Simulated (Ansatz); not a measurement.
Ansatz results at the PBE0-D4/def2-TZVP geometry: size of the dipole moment (ωB97M-V/def2-TZVPP) 0.22 D; HOMO energy (B3LYP/def2-TZVPP) -5.92 eV; HOMO–LUMO gap (B3LYP/def2-TZVPP) 5.16 eV.

Each molecule was computed in one conformer, which needn't be the lowest.

**Question.** Which molecule gave them?
A. `[F][Mg][F]`
B. `[NH2][Mg][O][SiH3]`
C. `C[CH2][Mg][CH3]`
D. `CC(C)(C)[O][Mg][O]C(C)(C)C`

**Answer.** C. The others give `[NH2][Mg][O][SiH3]`: 2.26, -6.35, 4.85; `CC(C)(C)[O][Mg][O]C(C)(C)C`: 0.01, -6.88, 5.59; `[F][Mg][F]`: 0.00, -10.03, 7.86.

B3LYP here is the variant with VWN-RPA as its local correlation; programs differ in this.
